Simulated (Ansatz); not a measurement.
Consider the ligand exchange at the Si–Cl bond: `F[Si](Cl)(Cl)Cl` + H₂S → `F[Si](S)(Cl)Cl` + HCl.

Calculated with Ansatz (gas phase, PBE0-D4/def2-TZVP geometries, no zero-point term in ΔE). CBS: MP2 limit from def2 TZ/QZ plus the TZ coupled-cluster correction, frozen cores. This one scheme is used for every species. Functionals use def2-TZVPP. B3LYP here is the variant with VWN-RPA as its local correlation; programs differ in this. HSE06 is defined as in plane-wave codes. Each species was taken in one conformer, which may not be the lowest.

`F[Si](Cl)(Cl)Cl`:

Z-matrix (Å, degrees):
```
Si
F 1 1.575
Cl 1 2.014 2 108.4
Cl 1 2.014 2 108.4 3 -120.0
Cl 1 2.014 2 108.4 3 120.0
```

H₂S:

```xyz
3

S     0.066    0.507   -0.350
H     0.795   -0.606   -0.178
H    -0.861    0.100    0.529
```

`F[Si](S)(Cl)Cl`:

Cartesian coordinates in Å:
```
F -0.111 -1.241 -1.218
Si -0.385 -0.093 -0.165
S 1.037 -0.104 1.379
Cl -2.192 -0.424 0.679
Cl -0.391 1.638 -1.219
H 2.042 0.225 0.545
```

HCl:

Z-matrix (Å, degrees):
```
Cl
H 1 1.279
```

```csv
level,ΔE (kJ/mol),difference from CCSD(T)/CBS
LDA (SPW92),29.3,-4.7
PBE-D4,28.8,-5.2
revPBE-D4,28.2,-5.8
BLYP-D4,32.1,-1.9
r2SCAN-D4,34.1,0.1
B97M-V,36.0,2.0
PBE0-D4,30.9,-3.1
B3LYP-D4,33.8,-0.2
r2SCANh-D4,34.4,0.4
r2SCAN0-D4,34.8,0.8
HSE06-D4,31.0,-3.0
BHLYP-D4,36.5,2.5
CAM-B3LYP-D4,36.0,2.0
ωB97X-V,35.1,1.1
ωB97M-V,35.7,1.7
PBE-QIDH,33.7,-0.3
PBE,30.5,-3.5
revPBE,31.1,-2.9
BLYP,35.4,1.4
r2SCAN,34.6,0.6
PBE0,32.5,-1.5
B3LYP,36.5,2.5
r2SCANh,34.9,0.9
r2SCAN0,35.3,1.3
HSE06,32.5,-1.5
BHLYP,39.1,5.1
CAM-B3LYP,37.6,3.6
LC-ωPBE,33.9,-0.1
MP2/def2-SVP,36.6,2.6
CCSD/def2-SVP,37.8,3.8
HF/def2-TZVPP,43.4,9.4
MP2/def2-TZVPP,34.0,0.0
SCS-MP2/def2-TZVPP,35.7,1.7
CCSD/def2-TZVPP,35.4,1.4
HF/def2-QZVPP,44.1,10.1
MP2/def2-QZVPP,34.3,0.3
SCS-MP2/def2-QZVPP,36.0,2.0
HF/CBS(def2),44.2,10.2
MP2/CBS(def2),34.1,0.1
CCSD/CBS(def2),35.5,1.5
CCSD(T)/CBS,34.0,0
```

Largest T1 diagnostic among the species: 0.010.

Leaving LDA and LC-ωPBE aside and taking each functional with its dispersion term where it has one, the values spread over 8.3 kJ/mol, from revPBE-D4 to BHLYP-D4. In def2-TZVPP, CCSD(T) changes the Hartree–Fock value by −9.5 kJ/mol (the triples alone add −1.5 kJ/mol) and MP2 by −9.4 kJ/mol.
